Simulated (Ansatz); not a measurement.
Geometry optimisation, Ansatz 0.2.0, DFT PBE, scalar-relativistic, plane waves, PAW.

input.yaml

```yaml
accuracy: low
crystal:
  lattice:
    - [6.049589, 0.0, 0.0]
    - [0.0, 6.049589, 0.0]
    - [0.0, 0.0, 6.049589]
  atoms:
    - { symbol: O, position: [0.3690349, 0.3025717, 0.1539442] }
    - { symbol: H, position: [0.5068918, 0.2470055, 0.0944358] }
    - { symbol: H, position: [0.4141425, 0.4199492, 0.2530462] }
    - { symbol: O, position: [0.9624217, 0.877768, 0.6608065] }
    - { symbol: H, position: [0.9161019, 0.9743357, 0.7798129] }
    - { symbol: H, position: [1.0643193, 0.9672765, 0.5757273] }
    - { symbol: O, position: [0.2776246, 0.8422444, 0.2911252] }
    - { symbol: H, position: [0.291622, 0.8932149, 0.1399979] }
    - { symbol: H, position: [0.3160014, 0.687002, 0.2833544] }
    - { symbol: O, position: [0.8589881, 0.5562303, 0.3123234] }
    - { symbol: H, position: [0.7016738, 0.568331, 0.3395111] }
    - { symbol: H, position: [0.9062005, 0.7075852, 0.290051] }
    - { symbol: O, position: [0.6325135, 0.5601182, 0.8737453] }
    - { symbol: H, position: [0.6227598, 0.6585067, 0.747817] }
    - { symbol: H, position: [0.6718734, 0.4188274, 0.8095495] }
    - { symbol: O, position: [0.3559407, 0.2157001, 0.5899994] }
    - { symbol: H, position: [0.29531, 0.1035915, 0.686896] }
    - { symbol: H, position: [0.4339969, 0.1320196, 0.4780253] }
    - { symbol: C, position: [0.0492695, 0.2927632, 0.8214409] }
    - { symbol: O, position: [0.0549619, 0.2436314, 1.009891] }
    - { symbol: O, position: [0.043577, 0.341895, 0.6329907] }
basis:
  ecutwfc: 420.0
kpoints:
  mp_grid: { grid: [1, 1, 1] }
hamiltonian:
  xc: pbe
scf:
  occupations: { method: fermi_dirac, width: 0.05 }
  lower_state_search: "off"
relax:
  f_tol: 0.3
  max_steps: 15
  adjacent_minimum: "off"
```

Launched with:

```bash
$ ansatz run input.yaml --threads 1 --pin off --max-ram 3072MiB --backend cpu --events-out ev --progress --plain --runs-dir out
```

Task: Where does it end, and by what steps?

Result: The run converged. The threshold is loose, so the end isn't yet a minimum. The force dipped under the threshold on the way, but the program's further checks kept it going. Limits of this set-up: coarse k mesh, low accuracy level. After 14 steps the energy has fallen by 4.928 eV; H2 moved furthest, 1.47 Å.

```json
{"step": "0", "energy less start (eV)": "0.0000", "largest force component (eV/Å)": "3.206", "accepted": "yes"}
{"step": "1", "energy less start (eV)": "-1.4982", "largest force component (eV/Å)": "1.227", "accepted": "yes"}
{"step": "2", "energy less start (eV)": "-2.1095", "largest force component (eV/Å)": "1.078", "accepted": "yes"}
{"step": "3", "energy less start (eV)": "-2.6261", "largest force component (eV/Å)": "1.573", "accepted": "yes"}
{"step": "4", "energy less start (eV)": "-3.1367", "largest force component (eV/Å)": "1.203", "accepted": "yes"}
{"step": "5", "energy less start (eV)": "-3.5418", "largest force component (eV/Å)": "0.919", "accepted": "yes"}
{"step": "6", "energy less start (eV)": "-3.7970", "largest force component (eV/Å)": "0.687", "accepted": "yes"}
{"step": "7", "energy less start (eV)": "-3.9199", "largest force component (eV/Å)": "2.455", "accepted": "yes"}
{"step": "8", "energy less start (eV)": "-4.1970", "largest force component (eV/Å)": "1.164", "accepted": "yes"}
{"step": "9", "energy less start (eV)": "-4.4472", "largest force component (eV/Å)": "0.801", "accepted": "yes"}
{"step": "10", "energy less start (eV)": "-4.6133", "largest force component (eV/Å)": "0.701", "accepted": "yes"}
{"step": "11", "energy less start (eV)": "-4.7421", "largest force component (eV/Å)": "0.698", "accepted": "yes"}
{"step": "12", "energy less start (eV)": "-4.8433", "largest force component (eV/Å)": "0.972", "accepted": "yes"}
{"step": "13", "energy less start (eV)": "-4.9280", "largest force component (eV/Å)": "0.252", "accepted": "yes"}
{"step": "14", "energy less start (eV)": "-4.9280", "largest force component (eV/Å)": "0.251", "accepted": "yes"}
```

```xyz
21
Lattice="6.0496 0.0000 0.0000 0.0000 6.0496 0.0000 0.0000 0.0000 6.0496" Properties=species:S:1:pos:R:3
O 2.368 2.651 0.965
H 2.923 2.905 0.178
H 2.973 2.207 1.589
O 5.476 5.390 4.233
H 4.796 5.940 3.773
H 6.148 5.176 3.550
O 1.468 4.897 2.059
H 1.066 5.426 1.344
H 1.854 4.067 1.626
O 4.959 3.422 1.761
H 4.561 4.255 1.459
H 5.860 3.679 2.029
O 3.587 3.495 4.746
H 4.362 4.108 4.616
H 3.615 2.928 3.956
O 3.135 0.727 3.261
H 2.612 0.907 4.065
H 2.593 0.023 2.811
C 0.218 1.478 5.826
O -0.075 0.813 6.748
O 0.505 2.117 4.891
```

Whether the end is a true minimum wasn't checked by a vibrational analysis.

Run time: 25 s on 1 thread of Arm Neoverse V1, with other jobs on the host, peak memory 0.33 GiB.
